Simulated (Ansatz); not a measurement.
Input file for CH2FGeN:

```yaml
crystal:
  periodic: [false, false, false]
  atoms:
    - {symbol: F, position_ang: [1.709140, -1.152524, 0.258337]}
    - {symbol: Ge, position_ang: [1.167126, 0.333553, -0.523295]}
    - {symbol: C, position_ang: [-1.120741, 0.394218, 0.702803]}
    - {symbol: N, position_ang: [-1.394904, -0.316460, -0.166105]}
    - {symbol: H, position_ang: [0.686802, -0.345450, -1.880922]}
    - {symbol: H, position_ang: [-1.005323, 1.022464, 1.562883]}
basis:
  gaussian: {orbitals: def2-TZVPP}
correlation: {method: ccsd_t}
output: {orbitals: {seedname: orbitals}}
```

```sh
$ ansatz run in.yaml --threads 2 --pin off --events-out ev --progress --plain --max-ram 4352MiB
```

Output of Ansatz, abridged:

```
Functional definition: HF
1066 factors; integrals over basis functions are off by at most 8.8e-4 eV
mean field evaluation 1: about -61720.8912 eV, gradient 4.0e1 eV
mean field evaluation 2: about -61721.1061 eV, gradient 4.1e1 eV
mean field evaluation 4: about -61724.7134 eV, gradient 3.5e0 eV
mean field evaluation 8: about -61724.7843 eV, gradient 4.8e-1 eV
mean field evaluation 16: about -61724.7854 eV, gradient 2.2e-6 eV
mean field -61724.78539922 eV, -2268.3440248590 hartree, gradient 2.2e-6 eV, S^2 0.000000; 0 other end points of the search recorded, 0 dependent functions left out
12 core orbitals not correlated: weight in the atoms' cores, before any rotation towards them, 1.000 or more for the frozen orbitals, at most 0.000 for the correlated occupied ones
reference -61724.78539922 eV, -2268.3440248590 hartree; 16, 16 occupied and 141, 141 virtual orbitals, 1066 factors
second order -22.76611807 eV of doubles, -0.00000000 eV of singles
cycle   1  -22.12304038 eV  change    6.4e-1 eV  update   1.3e-1
cycle   2  -22.82964531 eV  change   -7.1e-1 eV  update   4.2e-2
cycle   3  -22.98689271 eV  change   -1.6e-1 eV  update   2.1e-2
cycle   4  -22.97431762 eV  change    1.3e-2 eV  update   6.2e-3
cycle   5  -22.97370537 eV  change    6.1e-4 eV  update   2.9e-3
cycle   6  -22.97634760 eV  change   -2.6e-3 eV  update   9.4e-4
cycle   7  -22.97628067 eV  change    6.7e-5 eV  update   4.6e-4
cycle   8  -22.97598032 eV  change    3.0e-4 eV  update   2.1e-4
cycle   9  -22.97600313 eV  change   -2.3e-5 eV  update   1.0e-4
cycle  10  -22.97602394 eV  change   -2.1e-5 eV  update   4.4e-5
cycle  11  -22.97596075 eV  change    6.3e-5 eV  update   2.1e-5
cycle  12  -22.97598321 eV  change   -2.2e-5 eV  update   1.0e-5
perturbative correction -0.96579672 eV, -0.0354923750 hartree
Total energy: -61748.72717915 eV, -2269.2238690433 hartree
```

Hardware: 2 threads of an Arm Neoverse V2 on a shared host. Wall time 54 s, peak host memory 1.5 GiB.

Correlation energy per correlated electron: -0.748 eV. T1 diagnostic: 0.0142.
